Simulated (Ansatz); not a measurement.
A nudged elastic band was laid between two geometries of AlClF₂H₂ (6 atoms, charge 0, multiplicity 1).

All numbers below come from RKS B3LYP/def2-SVP in Ansatz.

```json
{
 "movable images": "7",
 "climbing image": "yes",
 "spring": "5.0 eV/Å²",
 "optimiser": "quadratic models (default)",
 "start path": "through a guess of the saddle point",
 "force threshold": "0.05 eV/Å",
 "iteration limit": "60",
 "end points": "relaxed"
}
```

Initial state:

```xyz
6
Properties=species:S:1:pos:R:3
Al 0.002 0.149 0.046
H -0.004 0.759 1.491
F 1.414 0.093 -0.834
F -1.418 0.016 -0.814
Cl 0.076 -2.370 0.915
H 0.079 -2.027 2.165
```

Final state:

```xyz
6
Properties=species:S:1:pos:R:3
Al 0.023 -0.674 -0.159
H 0.011 0.266 1.836
F 1.416 0.151 -0.495
F -1.417 0.075 -0.473
Cl 0.081 -2.719 0.245
H 0.035 -0.480 2.014
```

(1) Which bonds break or form, and what moves?

(2) Give the energies along the band, and the barrier.

(3) What is the geometry of the highest image?

(4) What are the harmonic wavenumbers there?

The band took 10 iterations and roughly 2.7 core-minutes.

Answers

(1) Bonds broken: Al1–H2, Cl5–H6. Bonds formed: Al1–Cl5, H2–H6. AlClF2H2 becomes AlClF2 + H2.

(2) It converged. The highest image is number 4 of 0 to 8, 30.3 kJ/mol above the first end and 133.4 kJ/mol above the last; the last end lies 103.1 kJ/mol below the first. A vibrational analysis at the climbing image gives one clearly imaginary mode, 732i cm⁻¹: a first-order saddle point. The orbitals stay closed-shell, which can raise the energy where a bond breaks towards radicals; this wasn't checked here.

| image | path coordinate (Å) | energy (kJ/mol) | Al1–H2 (Å) | Cl5–H6 (Å) | Al1–Cl5 (Å) |
| --- | --- | --- | --- | --- | --- |
| 0 | 0.00 | 0.0 | 1.57 | 1.30 | 2.67 |
| 1 | 0.31 | 2.3 | 1.57 | 1.30 | 2.63 |
| 2 | 0.63 | 9.1 | 1.58 | 1.30 | 2.61 |
| 3 | 0.94 | 19.5 | 1.59 | 1.33 | 2.54 |
| 4 | 1.26 | 30.3 | 1.65 | 1.45 | 2.39 |
| 5 | 1.60 | -8.7 | 1.78 | 1.76 | 2.25 |
| 6 | 1.94 | -71.7 | 1.97 | 2.10 | 2.14 |
| 7 | 2.28 | -97.8 | 2.14 | 2.47 | 2.10 |
| 8 | 2.63 | -103.1 | 2.21 | 2.85 | 2.09 |

(3) 
```xyz
6
Properties=species:S:1:pos:R:3:forces:R:3
Al 0.011 -0.167 0.057 0.00 0.00 0.02
H 0.017 0.121 1.681 0.00 -0.01 -0.01
F 1.438 0.141 -0.727 0.01 0.00 0.00
F -1.442 0.067 -0.705 -0.01 0.00 0.00
Cl 0.075 -2.386 0.945 0.00 0.00 0.00
H 0.050 -1.157 1.717 0.00 0.00 0.00
```

(4) 732i, 131, 190, 272, 453, 512, 776, 934, 990, 1050, 1502, 1853 cm⁻¹.

Time of the run: 2.7 min on 1 thread of Arm Neoverse V2, with other jobs on the host, peak memory 0.14 GiB.
